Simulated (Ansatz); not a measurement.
BBrCl, SMILES `Cl[B]Br` radical. Total charge 0; spin multiplicity 2.

```xyz
3

Cl   -0.657    1.393    0.412
B    -0.228   -0.268    0.421
Br    0.885   -1.125   -0.833
```

What are the harmonic wavenumbers in cm⁻¹ at PBE0-D4/def2-TZVP (Ansatz, finite differences of forces, unscaled)? (An estimate is asked.)

The calculation gave: 229, 619, 958.

Is this a minimum?

Yes, all 3 modes are real.

Give the ideal-gas thermochemistry at 298.15 K and 1 bar (rigid rotor, harmonic oscillator; point group Cs, symmetry number 1).

Zero-point energy 10.8 kJ/mol; H(298) − E = 22.6 kJ/mol; entropy 287.6 J/(mol·K), of which translation 169.2, rotation 102.5, vibration 10.1, electronic 5.8; G(298) − E = -63.2 kJ/mol.

And at 400, 500, 600, 800 and 1000 K?


```csv
T (K),H − E (kJ/mol),S (J/mol/K),G − E (kJ/mol)
400,27.5,301.8,-93.2
500,32.6,313.2,-124.0
600,38.0,322.9,-155.8
800,48.9,338.7,-222.0
1000,60.1,351.1,-291.0
```
